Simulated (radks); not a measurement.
The nuclear charge of neutral bromine is varied continuously with 35 electrons held in [Ar] 3d10 4s2 4p5. Method: Dirac Kohn-Sham, BLYP, spin-unpolarised, spherical densities, point nucleus; open shells fill j = l - 1/2 first; computed with a radial shooting solver on a logarithmic mesh with Libxc functionals. By the Hellmann-Feynman theorem dE/dZ = E(electron-nucleus)/Z, the electronic potential at the nucleus.

| Z | E (hartree) | E(electron-nucleus)/Z (hartree) | HOMO | e(HOMO) (eV) | <r> HOMO (bohr) |
|---|---|---|---|---|---|
| 34.75 | -2562.27934 | -178.149 | 4p3/2 | -5.073 | 2.229 |
| 35 | -2607.03498 | -179.896 | 4p3/2 | -7.523 | 2.132 |
| 35.25 | -2652.22695 | -181.640 | 4p3/2 | -10.164 | 2.048 |
| 35.5 | -2697.85487 | -183.383 | 4p3/2 | -12.983 | 1.973 |
| 35.75 | -2743.91849 | -185.126 | 4p3/2 | -15.970 | 1.907 |
| 36 | -2790.41763 | -186.867 | 4p3/2 | -19.117 | 1.846 |

The central difference of E at Z = 35 is -179.895 hartree, to compare with the third column; the second derivative is -6.98 hartree.
